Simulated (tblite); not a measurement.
C₇H₈FSi (doublet state).
Z-matrix (Å and degrees, GFN2-xTB geometry), rows numbered from 1:
```
F 
C   1  1.3847
C   2  1.4986  1  111.24
C   3  1.3823  2  119.84  1   123.47
C   4  1.3863  3  121.09  2   179.50
C   5  1.3906  4  119.29  3     0.63
C   6  1.3742  5  120.22  4    -0.12
C   7  1.4097  6  121.68  5    -0.37
Si  8  1.8345  3  123.59  2     0.25
H   2  1.0938  1  106.41  3   121.99
H   2  1.0979  1  105.70  3  -121.22
H   4  1.0816  3  119.42  2    -0.30
H   5  1.0790  4  120.27  3  -179.76
H   6  1.0806  5  119.80  4   179.71
H   7  1.0813  6  119.61  5   179.73
H   9  1.4514  8  116.25  3   179.12
H   9  1.4448  8  125.84  3     0.10
```

Computed geometry: GFN2-xTB, gas phase. This method treats the open shell by occupation alone, without spin polarisation.

Masses are those of the commonest isotopes; rigid-rotor values at the optimised geometry. The values belong to one conformer with, in the numbering `[F:1][CH2:2][c:3]1[cH:4][cH:5][cH:6][cH:7][c:8]1[SiH2:9]`, F1–C2–C3–C4 123°.

Question: What are A, B and C (GHz)?

Answer: Ia = 248.67, Ib = 403.75, Ic = 626.31 u·Å²; 505379 MHz·u·Å²/I gives 2032, 1252 and 806.9 MHz, that is A = 2.0323, B = 1.2517, C = 0.8069 GHz.

Question: What kind of rotor is it?

Answer: An asymmetric top. Ray's parameter κ = (2B − A − C)/(A − C) = -0.274; −1 is the prolate and +1 the oblate limit.

Question: Is it planar, by Δ = Ic − Ia − Ib?

Answer: Not planar: Δ = Ic − Ia − Ib = -26.10 u·Å². For a rigid frame Δ = −2 Σ m c², so Σ m c² = 13.05 u·Å² lies off the ab plane: 2.46 from hydrogen and 10.60 from heavier atoms. The atom farthest from that plane is 1.37 Å away.

Question: Give the other two planar moments, Paa and Pbb, and the rms extents of the mass along the axes.

Answer: Paa = Σ m a² = (Ib + Ic − Ia)/2 = 390.69 and Pbb = Σ m b² = (Ia + Ic − Ib)/2 = 235.62 u·Å². With the mass M = 139.04 u, the rms extents √(P/M) along a, b and c are 1.68, 1.30, 0.31 Å.

Question: Estimate the classical rotational partition function at 10 K, 25 K and 100 K.

Answer: Point group C1, symmetry number σ = 1; q = (√π/σ)·√((kT/h)³/(ABC)), k/h = 20836.6 MHz/K: 3720 at 10 K, 14700 at 25 K, 118000 at 100 K.

For this open shell read J as N, the rotation without spin; fine and hyperfine splittings come on top. Its GFN2-xTB frequencies are all real (lowest 57 cm⁻¹). Constants of a rigid frame at the computed geometry: no zero-point averaging, no centrifugal distortion.
